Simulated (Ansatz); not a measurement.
Calculated with Ansatz (gas phase, PBE0-D4/def2-TZVP geometries, no zero-point term in ΔE). CBS: MP2 limit from def2 TZ/QZ plus the TZ coupled-cluster correction, frozen cores. Functionals use def2-TZVPP. B3LYP here is the variant with VWN-RPA as its local correlation; programs differ in this. Elements past krypton have def2 core potentials. For Sn outer-core shells are correlated without core-valence functions, which leaves a few kJ/mol of doubt a bond. Each species was taken in one conformer, which may not be the lowest.

Reaction (formal exchange of groups at a B–Sn bond): `F[B](F)[SnH3]` + `ClCC1CO1` → `FB(F)C1CO1` + `Cl[CH2][SnH3]`

`F[B](F)[SnH3]`:

Z-matrix (Å, degrees):
```
Sn
B 1 2.266
H 1 1.704 2 110.8
H 1 1.705 2 109.9 3 -120.5
H 1 1.705 2 109.9 3 120.5
F 2 1.318 1 121.4 3 179.9
F 2 1.317 1 122.1 3 -0.1
```

`ClCC1CO1`:

Z-matrix (Å, degrees):
```
C
C 1 1.495
Cl 1 1.782 2 110.2
H 1 1.089 2 110.6 3 119.4
H 1 1.090 2 111.4 3 -118.7
O 2 1.416 1 114.9 3 -161.2
C 2 1.456 1 120.8 3 -93.5
H 2 1.088 1 115.5 3 61.3
H 7 1.086 2 119.6 1 154.2
H 7 1.087 2 119.2 1 1.3
```

`FB(F)C1CO1`:

```xyz
9

F     2.078   -0.449    0.251
B     0.953   -0.400    0.933
F     1.036   -0.399    2.250
C    -0.425   -0.305    0.222
C    -0.569    0.602   -0.937
O    -0.490   -0.781   -1.127
H    -1.328   -0.491    0.801
H     0.289    1.174   -1.280
H    -1.544    1.051   -1.114
```

`Cl[CH2][SnH3]`:

Z-matrix (Å, degrees):
```
C
Sn 1 2.158
Cl 1 1.782 2 110.6
H 1 1.089 2 111.0 3 119.4
H 1 1.089 2 111.0 3 -119.4
H 2 1.710 1 108.8 3 -179.9
H 2 1.703 1 108.4 3 60.2
H 2 1.703 1 108.4 3 -60.0
```

Q: Is it downhill or uphill in electronic energy at CCSD(T)/CBS, and by how much? (Best estimate.)

A: The calculation gave: Downhill: ΔE = -0.14 eV.

Q: What do these levels give: PBE-D4, B3LYP-D4, ωB97X-V, r2SCAN, B3LYP, MP2/def2-TZVPP, CCSD/def2-TZVPP, CCSD(T)/def2-TZVPP, SCS-MP2/def2-QZVPP, HF/CBS(def2), MP2/CBS(def2), CCSD/CBS(def2)? (An estimate is asked.)

A: The calculation gave: PBE-D4 -0.08, B3LYP-D4 -0.13, ωB97X-V -0.10, r2SCAN -0.13, B3LYP -0.12, MP2/def2-TZVPP -0.16, CCSD/def2-TZVPP -0.13, CCSD(T)/def2-TZVPP -0.13, SCS-MP2/def2-QZVPP -0.16, HF/CBS(def2) -0.14, MP2/CBS(def2) -0.17, CCSD/CBS(def2) -0.14 eV.

Largest T1 diagnostic among the species: 0.014.
